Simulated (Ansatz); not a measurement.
Consider the cleavage of the Si–Si bond: `O[SiH](F)[SiH3]` + `[OH][GeH3]` → `O[SiH](F)[O][GeH3]` + SiH₄.

Calculated with Ansatz (gas phase, PBE0-D4/def2-TZVP geometries, no zero-point term in ΔE). CCSD(T)/CBS adds triple-zeta CCSD(T) − MP2 to the extrapolated MP2 energy (def2 sets, frozen cores). This one scheme is used for every species. DFT in def2-TZVPP. B3LYP here is the variant with VWN-RPA as its local correlation; programs differ in this. HSE06 is defined as in plane-wave codes. For Ge outer-core shells are correlated without core-valence functions, which leaves a few kJ/mol of doubt a bond. Scalar relativity is left out up to krypton. One conformer a species, not always the lowest.

(1) Is it downhill or uphill in electronic energy at CCSD(T)/CBS, and by how much? (An estimate is asked.)

(2) What do these levels give: r2SCANh-D4, HSE06-D4, ωB97X-V, ωB97M-V, revPBE, BLYP, r2SCAN, B3LYP, CAM-B3LYP, LC-ωPBE, CCSD(T)/def2-SVP, HF/def2-TZVPP? (Estimate.)

Largest T1 diagnostic among the species: 0.013.

Answers

(1) Ansatz gave: Downhill: ΔE = -1.62 eV.

(2) Computed: r2SCANh-D4 -1.59, HSE06-D4 -1.43, ωB97X-V -1.57, ωB97M-V -1.64, revPBE -1.26, BLYP -1.46, r2SCAN -1.56, B3LYP -1.56, CAM-B3LYP -1.65, LC-ωPBE -1.50, CCSD(T)/def2-SVP -1.64, HF/def2-TZVPP -1.87 eV.

From r2SCAN to r2SCAN0 (25 % exact exchange), in def2-TZVPP and without D4, ΔE moves by −0.05 eV. The D4 term adds −0.03 eV with B3LYP and −0.02 eV with PBE0; it sums over pairs of atoms, weighted by their polarisabilities, and B3LYP, whose exchange is more repulsive, gets the larger term. Leaving LDA and LC-ωPBE aside and taking each functional with its dispersion term where it has one, the values, not all of them listed here, spread over 0.41 eV, from BHLYP-D4 to PBE-D4. LDA lies −0.10 eV from PBE without D4.
